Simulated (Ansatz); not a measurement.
CNO, SMILES `N#C[O+]` (lower triplet) (charge 1, multiplicity 3). The linear singlet lies higher and needs more than one determinant, so no gap is given.

Cartesian coordinates (Å):
```xyz
3

N     -1.2583     0.0000     0.0000
C      0.0648     0.0000     0.0000
O      1.1935     0.0000     0.0000
```
Charge +1, spin multiplicity 3.

Frozen-core energies in cc-pVTZ from Ansatz (a first-principles code) at a geometry from B3LYP-D3(BJ)/def2-TZVP; the HF reference has <S^2> = 2.16 and the T1 diagnostic is 0.032.

```json
[
 {"level": "HF", "energy (Ha)": "-166.81520", "difference from CCSDT(Q) (mHa)": "514.42"},
 {"level": "MP2", "energy (Ha)": "-167.27903", "difference from CCSDT(Q) (mHa)": "50.59"},
 {"level": "CCSD", "energy (Ha)": "-167.30293", "difference from CCSDT(Q) (mHa)": "26.69"},
 {"level": "CCSD(T)", "energy (Ha)": "-167.32615", "difference from CCSDT(Q) (mHa)": "3.47"},
 {"level": "CCSDT", "energy (Ha)": "-167.32762", "difference from CCSDT(Q) (mHa)": "1.99"},
 {"level": "CCSDT(Q)", "energy (Ha)": "-167.32962", "difference from CCSDT(Q) (mHa)": "0.00"}
]
```
